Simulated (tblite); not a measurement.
Compound: C3H7FOSi.
Geometry (GFN2-xTB, Å), atoms numbered from 1 in this order:
```xyz
13
C3H7FOSi angstrom
F      2.372    1.044    0.265
C      1.645    0.056   -0.347
C      0.419   -0.292    0.481
C     -0.671    0.786    0.496
Si    -1.709   -0.537   -0.405
O     -0.284   -1.358   -0.163
H      1.347    0.430   -1.332
H      2.299   -0.814   -0.457
H      0.731   -0.619    1.477
H     -0.392    1.682   -0.050
H     -0.978    1.072    1.496
H     -1.977   -0.318   -1.821
H     -2.808   -1.130    0.343
```

Computed values, GFN2-xTB/tblite, gas phase, harmonic and unscaled. Errors from tens to a few hundred cm⁻¹ against measured bands are possible. Modes of hydrogen on silicon can be 10 to 20 % off. One conformer, not necessarily the lowest.

Harmonic wavenumbers (cm⁻¹): 66.3, 101.9, 228.8, 379.6, 411.7, 444.8, 554.0, 581.5, 661.5, 733.6, 743.5, 780.8, 848.1, 904.2, 954.3, 1033.3, 1053.6, 1105.9, 1141.0, 1168.1, 1200.9, 1234.8, 1290.8, 1333.9, 1445.9, 1465.7, 2304.0, 2327.4, 2936.6, 2955.2, 2958.2, 3030.1, 3037.1.

A = 7603, B = 1702, C = 1539 MHz; mass 106.025 u (most abundant isotopes); point group C1, symmetry number 1.

Task: Zero-point energy?

Result: ½Σν̃ = 20709 cm⁻¹ = 247.73 kJ/mol.

Task: Give the ideal-gas entropy at 400 K and 1 bar in the rigid-rotor, harmonic-oscillator model (classical rotation).

Result: Translation 173.13, rotation 117.39, vibration 92.19: S = 382.7 J/(mol K).

Task: And Cp and H(400 K) − H(0)?

Result: Cp = 143.99 J/(mol K), of which vibrations give 110.73 (their classical limit is 33 R = 274.4); H(400 K) − H(0) = 33.73 kJ/mol without the zero-point energy, 20.43 from vibrations.

Task: Which modes carry the vibrational entropy at 400 K?

Result: 66.3 cm⁻¹: 20.25; 101.9 cm⁻¹: 16.71; 228.8 cm⁻¹: 10.17; 379.6 cm⁻¹: 6.34; 411.7 cm⁻¹: 5.77; 444.8 cm⁻¹: 5.24 J/(mol K); the other 27 give 27.72 together.

Task: What must be added to the electronic energy to get the Gibbs energy at 400 K and 1 bar?

Result: ZPE + [H(400 K) − H(0)] − T·S = 247.73 + 33.73 − 153.08 = 128.38 kJ/mol.

Task: How do the functions run with temperature in this model?

Result: 
| T (K) | S (J/(mol K)) | Cp (J/(mol K)) | H − H(0) (kJ/mol) | G − H(0) (kJ/mol) | ln q(vib) |
| --- | --- | --- | --- | --- | --- |
| 150 | 285.5 | 66.7 | 7.36 | -35.46 | 1.42 |
| 250 | 326.5 | 97.5 | 15.52 | -66.11 | 2.74 |
| 298.15 | 345.0 | 113.2 | 20.59 | -82.27 | 3.42 |
| 600 | 450.2 | 188.8 | 67.34 | -202.80 | 8.09 |
| 900 | 535.2 | 229.5 | 130.65 | -351.06 | 12.73 |

q(vib) and H(0) count from the zero-point level.

Hindered rotation and anharmonicity are outside this model. Other conformers, if any are populated, would add a mixing term that is left out. The structure is chiral; the term R ln 2 for an equal mix with its mirror image is left out.
